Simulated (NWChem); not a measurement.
# C$_{2}$H$_{4}$Si; SMILES C#C[SiH3]

```xyz
7

Si     0.0000     0.0000    -1.0542
C      0.0000     0.0000     0.7801
C      0.0000     0.0000     1.9968
H     -1.1464    -0.8139    -1.5524
H     -0.1317     1.3997    -1.5524
H      1.2780    -0.5858    -1.5524
H      0.0000     0.0000     3.0727
```
Atoms are numbered in this order, from 1.

The geometry was optimised at PBE0/def2-SVP.

 Unshifted, non-relativistic core excitations; the lowest 4 roots alone, so stronger bands may lie above.

Task: List the first Si K-edge excitations from PBE/6-311G** (spherical d), restricted-window TDA (NWChem).

Result: 
```
state  energy (eV)  dipole oscillator strength           leading excitation (squared amplitude)
-----  -----------  --------------------------  -----------------------------------------------
S1          1778.8                      0.0005    1s of atom 1 or its equivalents → LUMO (1.00)
S2          1778.8                      0.0005  1s of atom 1 or its equivalents → LUMO+1 (1.00)
S3          1779.8                      0.0012  1s of atom 1 or its equivalents → LUMO+2 (1.00)
S4          1780.8                      0.0000  1s of atom 1 or its equivalents → LUMO+3 (0.97)
```
